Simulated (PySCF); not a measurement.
Species: C4H8B2Cl2.
Structure used (PBE0-D3(BJ)/def2-SVP), in Å, numbered top down from 1:
```xyz
16
C4H8B2Cl2 angstrom
C      1.9887   -1.4793   -0.2041
C      0.7199   -1.1529   -0.4991
B      0.1057    0.2555   -0.2344
C      0.9000    1.4391    0.4205
C     -1.4156    0.4917   -0.6401
B     -2.2343   -0.1253    0.5199
Cl    -2.5387    0.7858    1.9944
Cl    -2.8129   -1.7851    0.4707
H      2.4029   -2.4739   -0.4037
H      2.6735   -0.7572    0.2538
H      0.0937   -1.9333   -0.9515
H      0.2818    1.9445    1.1810
H      1.8687    1.1757    0.8682
H      1.0873    2.1998   -0.3596
H     -1.6376   -0.0463   -1.5746
H     -1.6329    1.5665   -0.7274
```

Computed with TDDFT PBE0/def2-SVPD, vertical, gas phase, core orbitals frozen in the response (PySCF).

Frontier orbitals with the atoms that hold most of them (Löwdin shares over 4%, at most four atoms; ? is withheld):

| orbital | ε (eV) | atoms |
| --- | --- | --- |
| LUMO+2 | 0.22 | B6 28%, B3 20%, Cl7 12%, Cl8 10% |
| LUMO+1 | -0.69 | B6 32%, C1 13%, Cl7 12%, Cl8 11% |
| LUMO | -2.15 | B3 20%, C1 18%, B6 13%, C2 12% |
| HOMO | ? | ? |
| HOMO-1 | -8.71 | ? |
| HOMO-2 | -8.85 | Cl7 30%, C2 13%, B3 13%, C5 12% |
| HOMO-3 | -9.07 | Cl7 28%, Cl8 21%, C2 12%, B3 11% |

Task: Which atoms hold the HOMO, and with what shares?

Result: C2 (bonded to B, C and H) 37%; C1 (bonded to C and 2 H) 35%; B3 (bonded to 3 C) 7%. By element: carbon 72% or more, boron 7% or more.

Task: Which atoms hold the HOMO-1, and with what shares?

Result: Cl8 (bonded to B) 31%; C5 (bonded to 2 B and 2 H) 17%; C4 (bonded to B and 3 H) 13%; B3 (bonded to 3 C) 13%. By element: chlorine 31% or more, carbon 30% or more, boron 13% or more.

Task: What is the HOMO energy, and the HOMO–LUMO gap?

Result: ε(HOMO) = -8.29 eV; the gap is 6.15 eV (0.2259 hartree).

Task: The HOMO–LUMO gap is 6.15 eV. Where does the response calculation put the lowest singlet, and from which orbitals?

Result: S1 is at 5.15 eV (f = 0.030), 1.00 eV below the gap, made of HOMO-1→LUMO (72%), HOMO→LUMO (10%), HOMO-3→LUMO (10%). Its leading pair isn't HOMO and LUMO; the energies of that pair differ by 6.57 eV. 

Next come S2 at 5.22 eV (f 0.063), HOMO-2→LUMO (65%), HOMO→LUMO (18%), HOMO-3→LUMO (10%); S3 at 5.50 eV (f 0.111), HOMO→LUMO (52%), HOMO-1→LUMO (20%), HOMO-3→LUMO (19%); S4 at 5.64 eV (f 0.038), HOMO-3→LUMO (54%), HOMO-2→LUMO (23%), HOMO→LUMO (14%); S5 at 5.99 eV (f 0.0078), HOMO-5→LUMO (75%).

Löwdin shares depend on the basis, the more so with diffuse functions.

One conformer stands for the species.
